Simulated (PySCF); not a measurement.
Rows and methods have been separated. Pair them.

C₄H₅Br.
Atom-mapped SMILES: `[Br:1][C@:2]12[CH2:3][C@H:4]1[CH2:5]2` (hydrogens: H6, H7 on C3; H8 on C4; H9, H10 on C5)

Geometry (PBE0-D3(BJ)/def2-SVP, Å), atoms numbered from 1 in this order:
```
atom  x, y, z in Å
Br1   -2.4338   -0.0076    0.7671
C2    -0.7237   -0.0171   -0.0050
C3     0.1955   -1.1539   -0.2775
C4     0.6319    0.0207    0.5463
C5     0.1687    1.1174   -0.3647
H6     0.5990   -1.2966   -1.2915
H7    -0.0100   -2.0807    0.2687
H8     1.0031    0.0652    1.5687
H9    -0.0605    2.0780    0.1088
H10    0.5696    1.1919   -1.3870
```

The closed-shell ground state was solved 5 times with PySCF (density fitting, gas phase), always with PBE0, in these basis sets: 6-31G*, aug-cc-pVDZ, def2-SVP, def2-SVPD and def2-TZVP. Relativistic effects, spin–orbit coupling among them, are left out although an element past zinc is present.

| row | total energy (Eh) | HOMO (eV) | LUMO (eV) | dipole (D) |
| --- | --- | --- | --- | --- |
| P | -2728.7129 | -6.84 | 0.32 | 1.44 |
| Q | -2728.6125 | -7.04 | -0.10 | 1.42 |
| R | -2729.0138 | -6.98 | -0.16 | 1.44 |
| S | -2728.6022 | -6.93 | 0.43 | 1.24 |
| T | -2729.0758 | -6.97 | 0.11 | 1.38 |

Question: Which basis belongs to which row?

Answer: P = 6-31G*, Q = def2-SVPD, R = aug-cc-pVDZ, S = def2-SVP, T = def2-TZVP. From the lowest total energy up: def2-TZVP (202 functions) 0 eV; aug-cc-pVDZ (173 functions) +1.69 eV; 6-31G* (98 functions) +9.88 eV; def2-SVPD (161 functions) +12.61 eV; def2-SVP (113 functions) +12.89 eV.
